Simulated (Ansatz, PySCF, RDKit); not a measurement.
Noncovalent pair: CH4 (SMILES C) (first 5 atoms) with GeH4 (SMILES [GeH4]); geometry from B3LYP-D3(BJ)/def2-TZVP, rigid monomers moved along the line of their centres of mass till C1···Ge6 is 4.39 Å.
(charge 0, multiplicity 1):
```csv
atom,x (Å),y (Å),z (Å)
C,0.1015,-0.0687,-0.2031
H,-0.5746,-0.8458,0.1501
H,0.1650,-0.1093,-1.2895
H,-0.2748,0.9066,0.1021
H,1.0908,-0.2266,0.2240
Ge,-0.1320,0.0893,4.1730
H,0.4795,1.3992,3.6559
H,-0.2277,0.1403,5.7056
H,0.7565,-1.0912,3.7561
H,-1.5365,-0.0909,3.5798
```

Counterpoise-corrected where a basis set is named; no monomer relaxation. RDKit's UFF carries no charges.

Rows in 6-31G* carry no dispersion term and start afresh at each structure (6-31G* with six Cartesian d functions); the Pople sets are all-electron and without relativity.

Run with Ansatz (a quantum-chemistry and plane-wave program); PySCF for 6-31G* rows, the dispersion terms; RDKit for the force fields. Each number belongs to the level named beside it.

**Question.** What interaction energy does UFF give?

**Answer.** -0.7 kcal/mol
